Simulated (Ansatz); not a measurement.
`[F][GeH]([F])[Cl]` + `NBBr` → `[NH2][GeH]([F])[Cl]` + `FBBr`  (redistribution)

Computed with Ansatz on PBE0-D4/def2-TZVP structures; ΔE is electronic, products minus reactants. CCSD(T)/CBS is the MP2 limit (def2-TZVPP, def2-QZVPP) plus CCSD(T) − MP2 in def2-TZVPP, frozen cores. Functionals use def2-TZVPP. For Br, Ge outer-core shells are correlated without core-valence functions, which leaves a few kJ/mol of doubt a bond. Scalar relativity is left out up to krypton. Each species was taken in one conformer, which may not be the lowest.

| level | ΔE (eV) |
| --- | --- |
| r2SCAN-D4 | 0.44 |
| PBE0 | 0.43 |
| BHLYP | 0.43 |
| MP2/def2-QZVPP | 0.40 |

(1) What does CCSD(T)/CBS give? (An estimate is asked.)

(2) What do rigid-rotor, harmonic-oscillator terms from PBE0-D4/def2-TZVP frequencies (298.15 K, 1 bar) make of the CCSD(T)/CBS value? (An estimate is asked.)

Largest T1 diagnostic among the species: 0.012.

Answers

(1) The calculation gave: +0.38 eV. The listed levels differ from it by 0.06, 0.05, 0.05, 0.02 eV.

(2) Ansatz gave: ΔZPE = -0.04 eV, ΔH = +0.35 eV, ΔS = 9 J/(mol·K), ΔG = +0.32 eV.

At CCSD(T), def2-SVP lies +0.04 eV from the extrapolated value and def2-TZVPP +0.01 eV. Leaving LDA and LC-ωPBE aside and taking each functional with its dispersion term where it has one, the values, not all of them listed here, spread over 0.02 eV, from PBE-QIDH to r2SCAN-D4.
